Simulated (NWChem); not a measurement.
Species: C4H6O; SMILES C1=CCOC1

```xyz
11

C      0.0000    -0.6661     1.0365
C      0.0000     0.6661     1.0365
C      0.0000     1.1611    -0.3770
O      0.0000     0.0000    -1.1763
C      0.0000    -1.1611    -0.3770
H      0.0000    -1.3192     1.9110
H      0.0000     1.3192     1.9110
H      0.8892     1.7853    -0.6004
H     -0.8892     1.7853    -0.6004
H      0.8892    -1.7853    -0.6004
H     -0.8892    -1.7853    -0.6004
```
Atoms are numbered in this order, from 1.

All runs: NWChem. Pople sets run with spherical d functions. The geometry was optimised at PBE0/def2-SVP. Static field.

| level | isotropic polarisability (bohr³) | anisotropy (bohr³) |
|---|---|---|
| PBE/6-31+G* | 49.6 | 21.7 |
| B3LYP/6-31+G* | 48.2 | 21.3 |
| CAM-B3LYP/6-31+G* | 47.4 | 21.0 |
| BHandHLYP/6-31+G* | 46.6 | 21.0 |
